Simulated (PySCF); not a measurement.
A structure optimised at PBE0-D3(BJ)/def2-SVP (Å):
```
atom  x, y, z in Å
N1     1.6966   -0.0494    0.5246
Si2    0.5074   -0.0551   -0.6843
O3    -0.3725   -1.4844   -0.6818
C4    -1.7476   -1.2069   -0.8317
C5    -1.9900    0.1890   -0.2407
O6    -0.8262    0.9477   -0.4812
H7     2.6418    0.2628    0.3472
H8     1.5405   -0.3279    1.4846
H9     1.2001    0.2765   -1.9527
H10   -2.3417   -1.9787   -0.3163
H11   -2.0247   -1.2273   -1.9032
H12   -2.8620    0.6802   -0.7020
H13   -2.1795    0.1210    0.8479
```

Neutral, closed shell.

Task: Which heavy atoms are bonded, and with what formal order?

Result: N1–Si2 1.70 Å (single); Si2–O3 1.68 Å (single); O3–C4 1.41 Å (single); C4–C5 1.54 Å (single); C5–O6 1.41 Å (single); Si2–O6 1.68 Å (single). Bonds to hydrogen (Å): N1–H7 1.01; N1–H8 1.01; Si2–H9 1.48; C4–H10 1.10; C4–H11 1.11; C5–H12 1.10; C5–H13 1.11.

Task: Give the structure as a SMILES string.

Result: `N[SiH]1OCCO1`, C2H7NO2Si.

Task: Name the point group.

Result: C1 (no symmetry element, even within 0.4 Å).

Task: Which rings does it hold (smallest set)?

Result: Si2–O3–C4–C5–O6 (5 members, 0.13 Å rms from planarity).

Task: Classify the heavy atoms.

Result: N1: silicon-bound nitrogen; Si2: oxygen-bound silicon; O3/O6: silyl ether oxygen; C4/C5: sp3 carbon bound to oxygen.

Task: What is the arrangement about N1?

Result: It has 3 neighbours (Si2, H7, H8) and is planar (angles 124.6°, 122.1° and 113.3°, sum 360.0°, 0.01 Å off the plane of its three neighbours).

Task: What is the arrangement about C4?

Result: It has 4 neighbours (O3, C5, H10, H11) and is tetrahedral (angles from 107.0° to 111.8°).

These are computed values.
